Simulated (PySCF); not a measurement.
**Worked example: oscillator strength and radiative lifetime**

Cd(Cl)(NH2) (CdClH2N), SMILES [NH2][Cd][Cl].

Coordinates come from a B3LYP-D3(BJ)/def2-TZVP optimisation. The def2 effective core potentials stand for the cores of Cd; spin–orbit coupling is left out. One conformer was computed; it need not be the lowest.

TDA-M06-2X/def2-SVPD in PySCF puts the first singlet state with f over 0.02 at 4.93 eV (vertical), with the transition dipole (0.677, 0.399, 0.000) in atomic units.

**Question.** Find the oscillator strength, the wavelength and the radiative lifetime that this transition would have in vacuum if emission retraced absorption.

**Answer.** 
|μ|² = 0.6175 au, so |μ| = 2.00 D. ΔE = 4.93/27.211 = 0.1812 hartree. f = (2/3) ΔE |μ|² = 0.075 (the program prints 0.075).
λ = 1239.84/4.93 = 251 nm; ν = 39763 cm⁻¹.
Einstein's coefficient A = 0.6670 ν² f s⁻¹ (ν in cm⁻¹) = 7.9e7 s⁻¹, so τ = 1/A = 13 ns. This state is S1. The figure is the radiative limit of this one transition; relaxation, internal conversion, crossing to triplets and a medium change what is measured.
